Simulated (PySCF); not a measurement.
PbS, SMILES [S]=[Pb] (connectivity only; charge and spin as stated), neutral, multiplicity 1.

Geometry: B3LYP-D3(BJ)/def2-TZVP. The def2 effective core potentials stand for the cores of Pb; spin–orbit coupling is left out.

Two levels are set side by side: TDDFT-PBE/def2-TZVPD (PySCF) and TDDFT-ωB97X/def2-TZVPD (PySCF). Vertical, same geometry. The lowest singlet is HOMO→LUMO 50 %, HOMO−1→LUMO+1 50 % with PBE and HOMO→LUMO 49 %, HOMO−1→LUMO+1 49 % with the other functional; states are paired by order. Differences are taken from unrounded values.

```json
[
 {"quantity": "lowest singlet excitation (eV)", "TDDFT-ωB97X": "2.89"},
 {"quantity": "lowest triplet excitation (TDA) (eV)", "TDDFT-ωB97X": "2.62"},
 {"quantity": "first bright state (f over 0.05) (eV)", "TDDFT-ωB97X": "4.59"},
 {"quantity": "its oscillator strength", "TDDFT-ωB97X": "0.08"}
]
```

Problem. What does TDDFT-PBE give, and how far is it from TDDFT-ωB97X? (The exact figures need the calculation; the answer reports its results.)

Solution. 
```
quantity                               TDDFT-PBE  TDDFT-PBE minus TDDFT-ωB97X
-------------------------------------  ---------  ---------------------------
lowest singlet excitation (eV)              2.89                         0.00
lowest triplet excitation (TDA) (eV)        2.29                        -0.33
first bright state (f over 0.05) (eV)       4.39                        -0.20
its oscillator strength                     0.07                        -0.01
```

Rough cost on one machine, each run with all the roots and properties that it gave: TDDFT-ωB97X against TDDFT-PBE about 5 times.
